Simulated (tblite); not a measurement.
Species: C4H8ClFSi2.
Z-matrix (Å and degrees, GFN2-xTB geometry), rows numbered from 1:
```
F 
C   1  1.3569
C   2  1.3335  1  120.11
Cl  3  1.7399  2  120.19  1    -0.19
C   3  1.4882  2  123.00  1   177.94
Si  5  1.9267  3  110.11  2   -61.68
Si  6  2.3166  5  100.46  3    48.00
C   2  1.4852  1  114.45  3   178.01
H   5  1.0873  3  109.45  2   175.31
H   5  1.0924  3  109.58  2    58.12
H   6  1.4661  5  108.04  3   -74.26
H   6  1.4685  5  106.85  3   170.80
H   7  1.4684  6  117.79  5   115.20
H   7  1.4663  6  116.55  5  -115.82
H   8  1.0915  2  109.90  1   123.66
H   8  1.0883  2  108.41  1     6.39
```

Computed values, GFN2-xTB/tblite, gas phase, harmonic and unscaled. This tight-binding method is rough: wavenumbers can miss measured ones by several per cent, in bad cases by 10 to 20. Modes of hydrogen on silicon can be 10 to 20 % off. One conformer, not necessarily the lowest.

Harmonic wavenumbers (cm⁻¹): 75.1, 93.9, 134.7, 190.6, 219.2, 290.9, 348.0, 361.3, 384.9, 434.2, 453.3, 467.6, 512.4, 527.5, 561.6, 601.5, 623.3, 674.5, 711.9, 724.6, 762.7, 771.7, 782.0, 813.2, 915.8, 1074.4, 1141.2, 1151.7, 1183.2, 1204.0, 1234.8, 1449.4, 1459.4, 1684.6, 2199.7, 2213.0, 2230.7, 2233.9, 2948.0, 2958.8, 3018.1, 3023.1.

A = 1691, B = 941.4, C = 666.2 MHz; mass 165.984 u (most abundant isotopes); point group C1, symmetry number 1.

Problem. What is the zero-point energy?

Solution. Half the sum of the wavenumbers: 22422 cm⁻¹ = 64.11 kcal/mol.

Problem. Give the ideal-gas entropy at 350 K and 1 bar in the rigid-rotor, harmonic-oscillator model (classical rotation).

Solution. Translation 42.05, rotation 30.57, vibration 32.30: S = 104.9 cal/(mol K).

Problem. And Cp and H(350 K) − H(0)?

Solution. Cp = 45.48 cal/(mol K), of which vibrations give 37.53 (their classical limit is 42 R = 83.5); H(350 K) − H(0) = 9.20 kcal/mol without the zero-point energy, 6.42 from vibrations.

Problem. How do the functions run with temperature in this model?

Solution. 
```json
{"T (K)": "100", "S (cal/(mol K))": "68.4", "Cp (cal/(mol K))": "17.0", "H − H(0) (kcal/mol)": "1.17", "G − H(0) (kcal/mol)": "-5.67", "ln q(vib)": "1.02"}
{"T (K)": "200", "S (cal/(mol K))": "84.0", "Cp (cal/(mol K))": "29.6", "H − H(0) (kcal/mol)": "3.50", "G − H(0) (kcal/mol)": "-13.31", "ln q(vib)": "3.19"}
{"T (K)": "300", "S (cal/(mol K))": "98.3", "Cp (cal/(mol K))": "40.9", "H − H(0) (kcal/mol)": "7.04", "G − H(0) (kcal/mol)": "-22.44", "ln q(vib)": "5.71"}
{"T (K)": "500", "S (cal/(mol K))": "123.1", "Cp (cal/(mol K))": "56.1", "H − H(0) (kcal/mol)": "16.88", "G − H(0) (kcal/mol)": "-44.65", "ln q(vib)": "10.97"}
{"T (K)": "800", "S (cal/(mol K))": "152.5", "Cp (cal/(mol K))": "69.0", "H − H(0) (kcal/mol)": "35.85", "G − H(0) (kcal/mol)": "-86.19", "ln q(vib)": "18.36"}
{"T (K)": "1000", "S (cal/(mol K))": "168.5", "Cp (cal/(mol K))": "74.3", "H − H(0) (kcal/mol)": "50.21", "G − H(0) (kcal/mol)": "-118.34", "ln q(vib)": "22.80"}
```

q(vib) and H(0) count from the zero-point level.

Problem. What must be added to the electronic energy to get the Gibbs energy at 350 K and 1 bar?

Solution. ZPE + [H(350 K) − H(0)] − T·S = 64.11 + 9.20 − 36.72 = 36.59 kcal/mol.

Problem. Blend soft modes into free rotors: weight 1/[1 + (100 cm⁻¹/ν̃)⁴] for the oscillator and the rest for a rotor with moment μB/(μ + B), μ = h/(8π²ν), B = 10⁻⁴⁴ kg m². What vibrational entropy results?

Solution. 30.96 cal/(mol K) in place of 32.30, which changes −T·S at 350 K by +0.47 kcal/mol.

Hindered rotation and anharmonicity are outside this model. Other conformers, if any are populated, would add a mixing term that is left out. The structure is chiral; the term R ln 2 for an equal mix with its mirror image is left out.
